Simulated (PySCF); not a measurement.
Spinor energies of Dy⁵⁶⁺ (dysprosium, charge +56)

Start: [Ne]. Calculated with PySCF 2.14 in an even-tempered Gaussian basis (17 s from 37 bohr⁻², ratio 2.4; 13 p from 48 bohr⁻², ratio 2.4; 5 d from 170 bohr⁻², ratio 2.6; 4 f from 260 bohr⁻², ratio 2.6): generalised Hartree-Fock with the X2C-1e Hamiltonian and a Gaussian nucleus; one run each with spin-orbit coupling (SO) switched off, then screened by Boettger's factors.

```
spinor shell  electrons  ε, spin-free (eV)  ε, screened SO (eV)  weight of nominal j (screened SO)  rms radius, screened SO (bohr)
       1s1/2          2           -58572.4             -58564.1                              1.000                          0.0240
       2s1/2          2           -13333.6             -13331.6                              1.000                          0.0952
       2p1/2          2           -12343.1             -12930.5                              1.000                          0.0812
```

Problem. Where does 2p3/2 lie, and what is the 2p spin-orbit splitting (screened SO)?

Solution. At -12095.9 eV, 834.62 eV above 2p1/2.

```
   quantity    spin-free  screened SO
E (hartree)  -8595.00276  -8602.19748
        M_J            0            0
       ⟨J²⟩        0.000        0.000
       ⟨L²⟩        0.000        0.020
       ⟨S²⟩        0.000        0.020
```

Breit and QED terms are absent; they matter most for the inner s and p1/2 levels.

Densities and radii are taken from the X2C orbitals without a picture-change correction, which distorts them close to the nucleus.

Without spin-orbit coupling the j labels of p, d and f shells carry no meaning; the spin-free column gives the mean over the occupied spinors of each nl shell.
